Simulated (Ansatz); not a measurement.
Task: Name a neutral molecule of B, C, F, S and H with HOMO energy (B3LYP/def2-TZVPP) between -7.80 and -7.50 eV and LUMO energy (ωB97M-V/def2-TZVPP) between 1.60 and 1.90 eV (Ansatz, PBE0-D4/def2-TZVP geometry).

Result: `CCB(F)S` (-7.78 eV, 1.77 eV). Other molecules can fit too; these were computed, each in one conformer that needn't be the lowest.

B3LYP here is the variant with VWN-RPA as its local correlation; programs differ in this.
